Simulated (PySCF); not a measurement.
NICS in isomers of C8H9P.

NICS is the negative of the GIAO shielding at a point without a nucleus: at the ring centre (0) and 1 Å above and below it (1); zz is the component along the ring normal. Level: GIAO PBE0/pcSseg-1 (PySCF, non-relativistic, gas phase) on the GFN2-xTB geometries, one conformer each. Atom numbers follow the mapped SMILES.

Question: Order these rings by mean NICS(1)zz, lowest (most negative) first (ppm).
A. ring P4–C5–C7 in `[CH:1]#[C:2][CH2:3][P:4]1[C:5]([CH3:6])=[C:7]1[CH:8]=[CH2:9]`
B. ring C3–C4–C5–P6–C7–C8 in `[CH2:1]=[CH:2][c:3]1[cH:4][cH:5][p:6][cH:7][c:8]1[CH3:9]`
C. ring C1–C2–C3–C4–C5–C6 in `[cH:1]1[cH:2][cH:3][c:4]2[c:5]([cH:6]1)[CH2:7][CH2:8][PH:9]2`
D. ring C3–C4–C5–C6–C8–P9 in `[CH2:1]=[CH:2][c:3]1[cH:4][cH:5][c:6]([CH3:7])[cH:8][p:9]1`

Answer: C (-27.5), B (-25.2), D (-23.7), A (-17.3).

| SMILES | ring | NICS(0) | NICS(1) | NICS(1)zz | HOMA | rms pucker (Å) | ring atoms with four or more neighbours |
| --- | --- | --- | --- | --- | --- | --- | --- |
| c1ccc2c(c1)CCP2 | 6-membered carbocycle; formal bonds all aromatic | -8.0 | -11.1 | -27.5 | 0.99 | 0.00 | 0 |
| C=Cc1ccpcc1C | 6-membered ring with P; formal bonds all aromatic | -7.1 | -10.2 | -25.2 | 0.93 | 0.00 | 0 |
| C=Cc1ccc(C)cp1 | 6-membered ring with P; formal bonds all aromatic | -6.5 | -9.8 | -23.7 | 0.91 | 0.00 | 0 |
| C#CCP1C(C)=C1C=C | 3-membered ring with P; formal bonds 1 double, 2 single | -26.5 | -8.2 | -17.3 | -1.00 | 0.00 | 0 |

NICS(0) gives another order. The isotropic NICS(1) gives the same order. Over the 4 rings with a HOMA value its correlation coefficient with NICS(1)zz is -0.95. HOMA uses Krygowski's 1993 parameters. NICS(1) and NICS(1)zz are means over the two faces.
